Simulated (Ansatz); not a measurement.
Geometry optimisation, Ansatz 0.2.0, RHF/def2-SVP.

input.yaml

```yaml
crystal:
  periodic: [false, false, false]
  atoms:
    - { symbol: Zn, position_ang: [0.545986, -0.570259, -0.460693] }
    - { symbol: O, position_ang: [-0.19235, 0.556546, 2.196642] }
    - { symbol: H, position_ang: [-0.880715, 0.228392, 2.75531] }
    - { symbol: O, position_ang: [-0.36905, 0.129145, -1.817874] }
    - { symbol: H, position_ang: [-0.259834, -0.191078, -2.699143] }
    - { symbol: O, position_ang: [1.534608, -1.391601, 0.786815] }
    - { symbol: Al, position_ang: [2.675202, -2.504035, 1.306427] }
    - { symbol: H, position_ang: [3.20386, -3.622477, 0.313247] }
    - { symbol: H, position_ang: [3.196495, -2.440676, 2.799015] }
    - { symbol: H, position_ang: [0.531198, -0.088856, 2.263152] }
basis:
  gaussian: { orbitals: def2-SVP }
hamiltonian:
  xc: hf
relax:
  f_tol: 0.03
  max_steps: 50
```

Launched with:

```bash
$ ansatz run input.yaml --threads 2 --pin off --max-ram 3072MiB --backend cpu --events-out ev --progress --plain --runs-dir out
```

Q: Where does it end, and by what steps?

A: It converged. The force dipped under the threshold on the way, but the program's further checks kept it going. After 44 steps the energy has fallen by 0.465 eV; H3 moved furthest, 1.94 Å. Joined: Zn1–O2 (2.98 → 2.18 Å).

```
step  energy less start (eV)  largest force component (eV/Å)  accepted
   0                  0.0000                           0.972       yes
   2                 -0.2003                           1.411       yes
   4                 -0.2920                           1.343       yes
   6                 -0.3449                           0.377        no
   8                 -0.3724                           0.162       yes
  10                 -0.3970                           0.083       yes
  12                 -0.4044                           0.081       yes
  14                 -0.4100                           0.641       yes
  16                 -0.4358                           0.302       yes
  18                 -0.4019                           1.301        no
  20                 -0.4542                           0.187       yes
  22                 -0.4592                           0.081       yes
  24                 -0.4605                           0.025       yes
  26                 -0.4608                           0.014       yes
  28                 -0.4613                           0.033       yes
  30                 -0.4621                           0.087       yes
  32                 -0.4631                           0.005       yes
  34                 -0.4636                           0.049       yes
  36                 -0.4642                           0.049       yes
  38                 -0.4645                           0.061       yes
  40                 -0.4649                           0.032       yes
  42                 -0.4652                           0.049       yes
  44                 -0.4655                           0.021       yes
```

```xyz
10
Properties=species:S:1:pos:R:3
Zn 0.597 -0.748 0.183
O -0.104 0.749 1.606
H -0.779 1.026 0.989
O -0.721 0.052 -0.795
H -0.902 -0.107 -1.705
O 1.885 -1.878 0.695
Al 3.101 -2.904 1.174
H 4.353 -3.172 0.236
H 3.025 -3.635 2.582
H -0.469 0.723 2.478
```

Time of the run: 2 min on 2 threads of Intel(R) Xeon(R) Platinum 8259CL CPU @ 2.50GHz (Skylake/Cascade Lake), with other jobs on the host, peak memory 0.28 GiB.
